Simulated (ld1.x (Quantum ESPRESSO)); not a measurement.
Before and after: TM potential for molybdenum

```
Element                 : molybdenum
Generator               : ld1.x (Quantum ESPRESSO) 7.5
Type                    : norm-conserving Troullier–Martins (Kleinman–Bylander form)
Functional              : PBEsol
Relativity              : scalar-relativistic
Frozen core             : [Kr]
Valence charge          : 6
Reference configuration : 4d4 5s2 5p0
Partial waves           : 5s (bound): rc 2.80 bohr; 4d (bound): rc 2.45 bohr; 5p (bound, empty): rc 3.25 bohr
Local potential         : the p channel
Core correction         : Bessel-smoothed model core inside 2.00 bohr
```

All-electron outer shells of the reference configuration (PBEsol, scalar-relativistic, ld1.x):

| shell | level (eV) | outermost node (bohr) | outermost maximum (bohr) |
| --- | --- | --- | --- |
| 4s | -67.04 | 0.51 | 0.99 |
| 4p | -41.05 | 0.52 | 1.06 |
| 4d | -5.66 | 0.53 | 1.37 |
| 5s | -4.91 | 1.33 | 2.86 |
| 5p | -1.41 | 1.52 | 3.76 |

Change: all radii but the core radius scaled by about 1.33 (s 3.74, p 4.34, d 3.26 bohr).

Cutoffs: the cutoffs (Ry, on a coarse ladder) from which the occupation-weighted sum of valence levels, in a spherical-Bessel basis at the reference potential, stays within 10 and 1 mRy of its value at 400 Ry; they do not see the model core or the augmentation charge, which bear on the density cutoff. Errors are all-electron minus pseudo energies relative to the spin-unpolarised reference configuration.

Problem. Predict the effect on cutoff, ghosts and configuration errors.

Solution. The potential gets softer (35 Ry and 40 Ry → 21 Ry and 30 Ry); of the 7 tests that both files solve, the error grows in 2 and shrinks in 5 by more than 15 % and 0.3 meV (median size 176.5 → 30.9 meV); neither file shows a bound ghost. A larger radius leaves more room for a smooth pseudo-wave, so fewer plane waves are needed.

| quantity | base | changed |
| --- | --- | --- |
| cutoff, loose | 35 Ry | 21 Ry |
| cutoff, tight | 40 Ry | 30 Ry |
| loose cutoff by channel (10 mRy a level) | s 6 Ry, d 30 Ry | s 6 Ry, d 18 Ry |
| bound ghosts | none | none |
| error for 4d5 5s1 5p0, meV [ΔE -0.18 eV] | -116 | -4.6 |
| error for 4d5 5s0 5p0, meV [ΔE 6.73 eV] | -176 | +19 |
| error for 4d4 5s0 5p0, meV [ΔE 22.18 eV] | -61 | -101 |
| error for 4d5 5s0 5p1, meV [ΔE 3.01 eV] | -121 | +26 |
| error for 4d2 5s0 5p0, meV [ΔE 88.38 eV] | -1084 | -907 |
| error for 4d3 5s0 5p0, meV [ΔE 48.91 eV] | -336 | -484 |
| error for 4d5.5 5s0.5 5p0, meV [ΔE 0.11 eV] | -241 | -31 |
